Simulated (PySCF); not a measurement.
F₆In₂, singlet, PBE0/def2-SVP optimised geometry.

```
8

In     1.32     1.02     0.00
In    -1.32    -1.02     0.00
F     -0.79     1.02     0.00
F      1.94     1.51     1.76
F      1.94     1.51    -1.76
F      0.79    -1.02     0.00
F     -1.94    -1.51     1.76
F     -1.94    -1.51    -1.76
```

Density from PBE0/def2-TZVP, def2 effective core potentials past Kr run with PySCF at that geometry. The core electrons that the potentials of In replace are not part of the density.

Minimum of the electron density along straight lines between bonded atoms, close to the bond critical point (lines longer than 1.1 times the sum of covalent radii, or with two minima, are not listed):

| bond | length / Å | ρ at the minimum / e bohr⁻³ | ∇²ρ there / e bohr⁻⁵ | position (fraction from the first atom) |
|---|---|---|---|---|
| In1–F3 | 2.109 | 0.074 | 0.37 | 0.52 |
| In2–F3 | 2.109 | 0.074 | 0.37 | 0.52 |
| In1–F4 | 1.930 | 0.120 | 0.63 | 0.52 |
| In1–F5 | 1.930 | 0.120 | 0.63 | 0.52 |
| In1–F6 | 2.109 | 0.074 | 0.37 | 0.52 |
| In2–F6 | 2.109 | 0.074 | 0.37 | 0.52 |
| In2–F7 | 1.930 | 0.120 | 0.63 | 0.52 |
| In2–F8 | 1.930 | 0.120 | 0.63 | 0.52 |
